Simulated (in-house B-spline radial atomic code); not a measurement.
# RPA and G0W0 on LDA exchange-only: Ca⁵⁺

Configuration [Ne] 3s2 3p3, highest spin, mean-field start LDA exchange-only. Computed with a B-spline radial code for spherical atoms: all electrons, scalar-relativistic (spin-free one-electron X2C), finite nucleus, each spin shell either full or empty, empty states to l = 9 with an (l + 1/2)⁻⁴ tail; G0W0 by contour deformation at full frequency.

Command:
```bash
python run_gw.py task.json out
```
Settings (radii: box in bohr, nucleus in fm):
```
Z                        20
electrons                15
configuration            [Ne] 3s2 3p3
hamiltonian              x2c
method                   lda,
lmax                     9
rms_radius               3.4776
spin_polarised           True
box_radius               10.43
intervals                68
```

Run time, properties included: 2.7 s on 1 thread of Arm Neoverse N1, on a shared host.

Energies (hartree):

```tsv
term	value
mean-field total	-669.17896
Hartree-Fock functional on these orbitals	-671.72834
direct second order	-1.0971
second-order exchange	0.39987
SOSEX correction	0.36091
```

**Question.** What is the RPA correlation energy, and what remains with SOSEX?

**Answer.** RPA gives -0.95945 hartree (-1.74 eV per electron); RPA + SOSEX gives -0.59853, and the second-order doubles -0.69723 hartree (no singles). SOSEX takes back 38 % of the RPA value.

Quasi-particle levels (eV):

```json
{"level": "3p up", "occupied": "yes", "mean field": "-96.86", "Σx - vxc": "-11.07", "Σc": "?", "QP weight": "?", "G0W0": "?"}
{"level": "3s down", "occupied": "yes", "mean field": "-110.65", "Σx - vxc": "-8.90", "Σc": "-2.85", "QP weight": "0.952", "G0W0": "-122.41"}
{"level": "3p down", "occupied": "no", "mean field": "-90.53", "Σx - vxc": "8.91", "Σc": "-3.41", "QP weight": "0.946", "G0W0": "-85.03"}
```

G0W0 = mean field + (Σx - vxc) + Σc, with Σc (partial-wave tail included) taken at the quasi-particle energy. Only the outer levels were computed. Levels of low weight are left out.

**Question.** Where does G0W0 put 3p up?

**Answer.** At -107.93 eV, with Σc = 0.00 eV and a quasi-particle weight of 0.942. The tabulated removal energy is 108.78 ± 0.25 eV (NIST, semi-empirical); the calculation leaves out spin-orbit coupling, Breit and QED terms, and what these don't explain is the method's own error.
